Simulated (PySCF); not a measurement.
## ORD: `C[C@@H]1C[Si@@H]1C(F)(F)F`, C4H7F3Si

Geometry:
```csv
atom,x (Å),y (Å),z (Å)
C1,-1.578,0.739,0.710
C2,-0.970,0.164,-0.549
C3,-0.523,-1.318,-0.522
Si4,0.883,-0.103,-0.794
C5,1.959,0.211,0.791
F6,1.449,-0.344,1.907
F7,3.202,-0.295,0.653
F8,2.126,1.521,1.070
H9,-0.995,0.464,1.586
H10,-2.591,0.359,0.841
H11,-1.625,1.824,0.655
H12,-1.540,0.427,-1.434
H13,-0.627,-1.818,0.432
H14,-0.872,-1.934,-1.338
H15,1.697,0.110,-1.972
```

Method used: PySCF 2.14.0, TDDFT PBE0/def2-SVPD circular dichroism and optical rotation, one conformer, gas phase. Geometry: GFN2-xTB.

States above about 7.2 eV (minus the energy of the highest occupied orbital) lie near or above the ionisation threshold and depend on the basis.

Stereocentres: C2 R, Si4 S.

(1) What is the specific rotation at 633, 589.3, 546, 436, 405, 365, 355 nm?

(2) And for the mirror image at 589.3 nm?

(3) What is the molar rotation [Φ] = [α]·M/100 of the geometry above at 589.3 nm?

## Answers

(1) [α] in deg dm⁻¹ (g/mL)⁻¹:
| λ (nm) | origin-invariant length gauge | modified velocity gauge | length gauge (centre of mass) | isotropic polarisability (au) |
| --- | --- | --- | --- | --- |
| 633 | -10.9 | -16.4 | -9.9 | 79.5 |
| 589.3 | -13.8 | -20.2 | -12.6 | 79.8 |
| 546 | -17.9 | -25.5 | -16.5 | 80.2 |
| 436 | -42.0 | -54.6 | -39.5 | 82.0 |
| 405 | -57.1 | -72.1 | -54.1 | 82.8 |
| 365 | -90.8 | -110.3 | -86.7 | 84.2 |
| 355 | -103.5 | -124.4 | -99.0 | 84.7 |

(2) +13.8 deg dm⁻¹ (g/mL)⁻¹ (origin-invariant length gauge): the same size and the opposite sign.

(3) With M = 140.18 g/mol, -19.3 deg cm² dmol⁻¹ (origin-invariant length gauge).

The first excitation lies at 6.22 eV (199 nm) with R = +51.3 × 10⁻⁴⁰ esu² cm² (velocity form).
